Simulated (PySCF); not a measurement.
C4H4, SMILES C1=CC=C1. Atoms are numbered in the order given.

```xyz
8

C      0.0000     0.6680     0.7839
C      0.0000     0.6680    -0.7839
C      0.0000    -0.6680     0.7839
C      0.0000    -0.6680    -0.7839
H      0.0000     1.4411     1.5536
H      0.0000     1.4411    -1.5536
H      0.0000    -1.4411     1.5536
H      0.0000    -1.4411    -1.5536
```

The structure is a stationary point at PBE0-D3(BJ)/def2-SVP.

All values below come from PBE/pcJ-1 (PySCF).

Isotropic couplings with Fermi-contact, spin-dipole and both spin-orbit terms, one fixed conformer, no vibrational averaging. Isotopes: 13C, 1H.

Q: Estimate the spin–spin coupling constants. (Estimate from the structure and the level; the computed values follow.)

A: 
| pair | bonds apart | J (Hz) |
|---|---|---|
| C1–C2 | 1 | 78.0 |
| C1–C3 | 1 | 104.3 |
| C1–H5 | 1 | 187.8 |
| C2–C4 | 1 | 104.3 |
| C2–H6 | 1 | 187.8 |
| C3–C4 | 1 | 78.0 |
| C3–H7 | 1 | 187.8 |
| C4–H8 | 1 | 187.8 |
| C1–C4 | 2 | -46.9 |
| C1–H6 | 2 | -4.0 |
| C1–H7 | 2 | -11.0 |
| C2–C3 | 2 | -46.9 |
| C2–H5 | 2 | -4.0 |
| C2–H8 | 2 | -11.0 |
| C3–H5 | 2 | -11.0 |
| C3–H8 | 2 | -4.0 |
| C4–H6 | 2 | -11.0 |
| C4–H7 | 2 | -4.0 |
| C1–H8 | 3 | 27.0 |
| C2–H7 | 3 | 27.0 |
| C3–H6 | 3 | 27.0 |
| C4–H5 | 3 | 27.0 |
| H5–H6 | 3 | 3.6 |
| H5–H7 | 3 | 8.3 |
| H6–H8 | 3 | 8.3 |
| H7–H8 | 3 | 3.6 |
| H5–H8 | 4 | 3.5 |
| H6–H7 | 4 | 3.5 |
